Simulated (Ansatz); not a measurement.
Computed with Ansatz on PBE0-D4/def2-TZVP structures; ΔE is electronic, products minus reactants. CCSD(T)/CBS adds triple-zeta CCSD(T) − MP2 to the extrapolated MP2 energy (def2 sets, frozen cores). This one scheme is used for every species. DFT in def2-TZVPP. For Ga outer-core shells are correlated without core-valence functions, which leaves a few kJ/mol of doubt a bond. Scalar relativity is left out up to krypton. Each species was taken in one conformer, which may not be the lowest.

Consider the ligand exchange at a Ga–O bond: `[OH][Ga]([OH])[Cl]` + HCl → `[OH][Ga]([Cl])[Cl]` + H₂O.

CCSD(T)/CBS gives -56.7 kJ/mol.

Problem. Another level gave -63.4 kJ/mol. Which?
A. RPA@PBE/def2-TZVPP
B. B97M-V/def2-TZVPP
C. BLYP-D4/def2-TZVPP
D. HF/def2-TZVPP

Solution. D. HF/def2-TZVPP -63.4, BLYP-D4 -52.6, B97M-V -57.9, RPA@PBE/def2-TZVPP -47.9 kJ/mol.

Problem. What do rigid-rotor, harmonic-oscillator terms from PBE0-D4/def2-TZVP frequencies (298.15 K, 1 bar) make of the CCSD(T)/CBS value? (Estimate.)

Solution. The calculation gave: ΔZPE = +6.1 kJ/mol, ΔH = -49.8 kJ/mol, ΔS = 7 J/(mol·K), ΔG = -51.9 kJ/mol.

Largest T1 diagnostic among the species: 0.013.

From PBE to PBE0 (25 % exact exchange), in def2-TZVPP and without D4, ΔE moves by −4.9 kJ/mol. Leaving LDA and LC-ωPBE aside and taking each functional with its dispersion term where it has one, the values, not all of them listed here, spread over 9.1 kJ/mol, from HSE06-D4 to BLYP-D4. LDA lies +3.3 kJ/mol from PBE without D4.
